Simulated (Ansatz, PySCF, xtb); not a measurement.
Gas-phase reaction in SMILES: [O-][SiH2]O → O[SiH-]O
Structures are relaxed separately at B3LYP-D3(BJ)/def2-TZVP in Ansatz (a first-principles code), one conformer each, not searched for the lowest. Frequencies are from Ansatz or PySCF.

Property: isomerisation energy (enthalpy at 298 K, with B3LYP-D3(BJ) rigid-rotor harmonic-oscillator terms), in kcal/mol. Correlated levels leave the core frozen unless marked. No spin-orbit coupling. Non-relativistic. Anions need diffuse functions: aug- sets have them; def2-D sets add few; the other sets have none. CBS marks a two-point X^-3 extrapolation of the correlation energy; Hartree-Fock from the larger set. The bracket is a focal-point correction in the basis named.

```
level                                                                             program  isomerisation energy (kcal/mol)  minus last row
-------------------------------------------------------------------------  --------------  -------------------------------  --------------
GFN1-xTB                                                                              xtb                             82.4            52.6
HF/6-31G                                                                           Ansatz                             -2.3           -32.1
HF/aug-cc-pV(Q+d)Z                                                                 Ansatz                             29.8             0.0
HF/cc-pV(Q+d)Z                                                                     Ansatz                             30.2             0.4
PBE/def2-TZVPD                                                                     Ansatz                             26.6            -3.2
BLYP-D3(BJ)/def2-TZVPD                                                     Ansatz + dftd3                             27.9            -1.9
revPBE-D4/def2-TZVPD                                                       Ansatz + dftd4                             26.8            -3.0
revPBE/def2-TZVPD                                                                  Ansatz                             27.0            -2.8
r2SCAN/def2-TZVPD                                                                  Ansatz                             30.8             1.0
PBE0-D3(BJ)/def2-TZVP                                                      Ansatz + dftd3                             28.3            -1.5
HSE06/def2-TZVPD                                                                   Ansatz                             27.4            -2.4
CAM-B3LYP-D4/def2-TZVPD                                                    Ansatz + dftd4                             29.6            -0.2
B2PLYP-D4/def2-TZVPD                                                       Ansatz + dftd4                             30.7             0.9
B2PLYP/def2-TZVPD                                                                  Ansatz                             30.7             0.9
MP2/cc-pV(T+d)Z                                                                    Ansatz                             32.6             2.8
MP2/aug-cc-pV(Q+d)Z                                                                Ansatz                             32.5             2.7
SCS-MP2/aug-cc-pV(D+d)Z                                                            Ansatz                             27.6            -2.2
SCS-MP2/cc-pV(Q+d)Z                                                                Ansatz                             32.6             2.8
CCSD/6-31G*                                                                        Ansatz                             28.1            -1.7
RI-MP2/CBS(aug-cc-pV(T+d)Z,aug-cc-pV(Q+d)Z)+[CCSD(T)-MP2]/aug-cc-pV(D+d)Z          Ansatz                             29.2            -0.6
CCSD(T)/CBS(aug-cc-pV(T+d)Z,aug-cc-pV(Q+d)Z)                                       Ansatz                             29.8             0.0
```
